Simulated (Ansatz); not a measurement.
Reaction (cleavage of the Si–Si bond): `C[SiH2][SiH](Cl)Cl` + `N[SiH](O)O` → `O[SiH](O)N[SiH](Cl)Cl` + `C[SiH3]`

Gas-phase electronic energies from Ansatz, PBE0-D4/def2-TZVP geometries. CCSD(T)/CBS adds triple-zeta CCSD(T) − MP2 to the extrapolated MP2 energy (def2 sets, frozen cores). This one scheme is used for every species. Each species was taken in one conformer, which may not be the lowest.

| level | ΔE (kJ/mol) |
| --- | --- |
| MP2/def2-TZVPP | -83.9 |
| CCSD/CBS(def2) | -77.2 |

What does CCSD(T)/CBS give? (Best estimate.)

Computed: -75.7 kJ/mol. The listed levels differ from it by -8.2, -1.5 kJ/mol.

Largest T1 diagnostic among the species: 0.011.

The D4 term adds −4.1 kJ/mol with B3LYP and −2.2 kJ/mol with PBE0; it sums over pairs of atoms, weighted by their polarisabilities, and B3LYP, whose exchange is more repulsive, gets the larger term. From PBE to PBE0 (25 % exact exchange), in def2-TZVPP and without D4, ΔE moves by −8.3 kJ/mol.

B3LYP here is the variant with VWN-RPA as its local correlation; programs differ in this.
